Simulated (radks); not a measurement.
All-electron atom: Sn+ in [Kr] 4d10 5s2 5p1.

Calculated with a radial shooting solver on a logarithmic mesh with Libxc functionals: scalar-relativistic Kohn-Sham, PBE, spin-polarised, spherical densities, finite nucleus; open shells are filled with parallel spins first (spin-orbit coupling, left out, can overturn this in heavy ions); Fermi nuclear charge, rms radius 4.6519 fm.

Energy parts (hartree):
part                        energy
total                  -6176.79603
kinetic                 6448.72441
electron-nucleus      -14922.20125
Hartree                 2461.24747
exchange-correlation    -164.56666

Orbitals (lengths in bohr, moments of r in powers of bohr):
[
 {"orbital": "1s up", "occ.": "1", "eigenvalue (hartree)": "-1066.482", "<r^2>": "0.001143", "<1/r>": "53.08"},
 {"orbital": "1s down", "occ.": "1", "eigenvalue (hartree)": "-1066.481", "<r^2>": "0.001143", "<1/r>": "53.08"},
 {"orbital": "2s up", "occ.": "1", "eigenvalue (hartree)": "-161.2515", "<r^2>": "0.01857", "<1/r>": "12.11"},
 {"orbital": "2s down", "occ.": "1", "eigenvalue (hartree)": "-161.2513", "<r^2>": "0.01857", "<1/r>": "12.11"},
 {"orbital": "2p up", "occ.": "3", "eigenvalue (hartree)": "-144.7906", "<r^2>": "0.01466", "<1/r>": "11.65"},
 {"orbital": "2p down", "occ.": "3", "eigenvalue (hartree)": "-144.7902", "<r^2>": "0.01466", "<1/r>": "11.65"},
 {"orbital": "3s up", "occ.": "1", "eigenvalue (hartree)": "-31.35401", "<r^2>": "0.1317", "<1/r>": "4.302"},
 {"orbital": "3s down", "occ.": "1", "eigenvalue (hartree)": "-31.35344", "<r^2>": "0.1317", "<1/r>": "4.302"},
 {"orbital": "3p up", "occ.": "3", "eigenvalue (hartree)": "-25.97413", "<r^2>": "0.1323", "<1/r>": "4.095"},
 {"orbital": "3p down", "occ.": "3", "eigenvalue (hartree)": "-25.97347", "<r^2>": "0.1323", "<1/r>": "4.095"},
 {"orbital": "3d up", "occ.": "5", "eigenvalue (hartree)": "-17.69122", "<r^2>": "0.1175", "<1/r>": "3.865"},
 {"orbital": "3d down", "occ.": "5", "eigenvalue (hartree)": "-17.69064", "<r^2>": "0.1175", "<1/r>": "3.865"},
 {"orbital": "4s up", "occ.": "1", "eigenvalue (hartree)": "-5.21463", "<r^2>": "0.7584", "<1/r>": "1.695"},
 {"orbital": "4s down", "occ.": "1", "eigenvalue (hartree)": "-5.21329", "<r^2>": "0.7582", "<1/r>": "1.695"},
 {"orbital": "4p up", "occ.": "3", "eigenvalue (hartree)": "-3.58963", "<r^2>": "0.8972", "<1/r>": "1.538"},
 {"orbital": "4p down", "occ.": "3", "eigenvalue (hartree)": "-3.58810", "<r^2>": "0.8963", "<1/r>": "1.538"},
 {"orbital": "4d up", "occ.": "5", "eigenvalue (hartree)": "-1.24320", "<r^2>": "1.435", "<1/r>": "1.217"},
 {"orbital": "4d down", "occ.": "5", "eigenvalue (hartree)": "-1.23904", "<r^2>": "1.421", "<1/r>": "1.220"},
 {"orbital": "5s up", "occ.": "1", "eigenvalue (hartree)": "-0.66698", "<r^2>": "6.048", "<1/r>": "0.5560"},
 {"orbital": "5s down", "occ.": "1", "eigenvalue (hartree)": "-0.63912", "<r^2>": "6.004", "<1/r>": "0.5603"},
 {"orbital": "5p up", "occ.": "1", "eigenvalue (hartree)": "-0.39023", "<r^2>": "9.562", "<1/r>": "0.4382"},
 {"orbital": "5p down", "occ.": "0", "eigenvalue (hartree)": "-0.36000", "<r^2>": "9.659", "<1/r>": "0.4379"},
 {"orbital": "6s up", "occ.": "0", "eigenvalue (hartree)": "-0.16348", "<r^2>": "38.86", "<1/r>": "0.2164"}
]

The highest occupied level is 5p up at -10.619 eV. The spin density at the nucleus is -1.050 e/bohr^3 (1s -0.081, 2s 0.032, 3s 0.013, 4s 0.038, 5s -1.052).
